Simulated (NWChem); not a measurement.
## Spin states of Se

SMILES: [Se]
```xyz
1

Se     0.0000     0.0000     0.0000
```
Charge 0, spin multiplicity 3.

Program: NWChem.

Basis set: def2-TZVP. The gap is E(triplet) − E(singlet), so a negative value puts the higher spin lower. Open shells are unrestricted, and the singlet is the closed-shell solution. The triplet is the single determinant that the SCF runs reached, with unpaired electrons in orbitals of symmetry b1u and b3u (D2h labels); it need not be the lowest triplet, which in molecules with degenerate π orbitals can need several determinants. Where the lowest singlet needs several determinants, the single determinant used here isn't a pure state and places it wrongly.

The Hamiltonian is non-relativistic. The correlated methods keep 9 core orbitals frozen. B3LYP has NWChem's definition, with VWN1-RPA local correlation. No SCF solution was tested for a lower state. Open-shell Hartree-Fock references start from PBE0 orbitals.

Problem. For the vertical singlet-triplet gap, B3LYP gives -34.5 kcal/mol and BHandHLYP gives -36.7 kcal/mol. What do HF, B2PLYP, MP2 give?

Solution. HF: -48.7 kcal/mol; B2PLYP: -35.6 kcal/mol; MP2: -39.0 kcal/mol.
